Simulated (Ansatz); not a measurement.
Total energies of BClH2OSSi, SMILES `ClB1O[SiH2]S1`.

```xyz
7

Cl   -0.475    1.200    2.636
B    -0.177    0.575    1.041
O    -0.246   -0.754    0.722
Si    0.151   -0.509   -0.896
S     0.270    1.569   -0.444
H     1.423   -1.168   -1.258
H    -0.946   -0.914   -1.801
```

The species carries charge 0 and has multiplicity 1. Geometry: relaxed with PBE0-D4/def2-TZVP. Basis def2-TZVPP, Ansatz 0.2.0.

RPA on PBE orbitals: Hartree–Fock energy of these orbitals -1246.86918 Eh, correlation -1.30731 Eh (frozen core).

```csv
functional,energy without D4 (Eh),D4 term (kJ/mol)
LDA (SPW92),-1244.59238,–
PBE,-1248.78745,-22.4
BLYP,-1249.37953,-49.3
B97M-V,-1249.11491,–
PBE0,-1248.89035,-18.9
B3LYP,-1249.46571,-36.9
r2SCANh,-1249.27330,-5.4
r2SCAN0,-1249.25940,-6.1
BHLYP,-1249.36589,-30.5
LC-ωPBE,-1249.01294,–
ωB97X-V,-1249.21039,–
ωB97M-V,-1249.32689,–
B2PLYP,-1248.96866,–
PBE-QIDH,-1248.62527,–
```

(1) Give the same for revPBE, r2SCAN, HSE06 (plane-wave form), CAM-B3LYP. (An estimate is asked.)

B3LYP takes the VWN-RPA correlation (the form of Gaussian; ORCA's B3LYP/G). HSE06 is the plane-wave form, built on full-range PBE exchange. The double hybrids freeze the cores in their second-order part.

Answers

(1) The calculation gave: 
| functional | energy without D4 (Eh) | D4 term (kJ/mol) |
| --- | --- | --- |
| revPBE | -1249.16072 | -62.1 |
| r2SCAN | -1249.28334 | -5.0 |
| HSE06 (plane-wave form) | -1248.86403 | -17.8 |
| CAM-B3LYP | -1249.40320 | -19.5 |

LC-ωPBE has ω = 0.4 bohr⁻¹.
